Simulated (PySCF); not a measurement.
# Radial density of K(2+) (potassium, charge +2)

M06-L, [Ne] 3s2 3p5, 2P determinant. Calculation: PySCF 2.14, in aug-cc-pVDZ-X2C (6s5p3d, 36 functions); scalar relativity by spin-free X2C-1e.

```csv
r (bohr),4πr²ρ (e/bohr),4πr²(ρα − ρβ)
0.00105,0.07769,0.0000
0.00177,0.2033,0.0000
0.00298,0.5274,0.0000
0.00501,1.331,0.0000
0.00843,3.199,0.0000
0.0142,7.071,0.0002
0.0238,13.58,0.0011
0.0401,20.56,0.0057
0.0675,21.52,0.0269
0.113,16.15,0.0923
0.191,19.06,0.1786
0.321,21.62,0.0936
0.540,8.117,0.0487
0.908,5.512,0.6654
1.53,4.353,0.6341
2.57,0.5704,0.0938
4.32,0.001113,0.0000
7.27,0.0001390,0.0001
12.2,8.355e-05,0.0000
20.6,2.040e-05,0.0000
```

Densities and radii are taken from the X2C orbitals without a picture-change correction, which distorts them close to the nucleus.
